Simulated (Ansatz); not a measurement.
Basis-set extrapolation for CH₈BNOSi (`B[SiH2]C(N)O`) (PBE0-D4/def2-TZVP geometry, frozen core, the Gaussian-basis code of Ansatz). Multiplicity 1, RHF reference.

```json
{"": "HF", "def2-TZVPP": "-485.485551", "def2-QZVPP": "-485.503995"}
{"": "MP2 correlation", "def2-TZVPP": "-0.851359", "def2-QZVPP": "-0.913109"}
{"": "CCSD(T) correlation", "def2-TZVPP": "-0.938240", "def2-QZVPP": "not run"}
```

Energies in hartree. Use E(X) = E(∞) + A·exp(−7.88·√X) for Hartree–Fock and E(X) = E(∞) + B·X^(−2.97) for correlation, with X = 3 and 4, and add CCSD(T) minus MP2 of the smaller set to the MP2 limit.

Question: What is the CCSD(T) energy at the basis-set limit?

Answer: HF limit: -485.503995 + (-0.018444) × 0.13774 = -485.50654. MP2 limit: -0.913109 + (-0.061750) × 0.74074 = -0.95885. Higher-order term: -0.938240 − (-0.851359) = -0.08688. Total: -486.55227 hartree, 337.3 kJ/mol below CCSD(T)/def2-TZVPP.
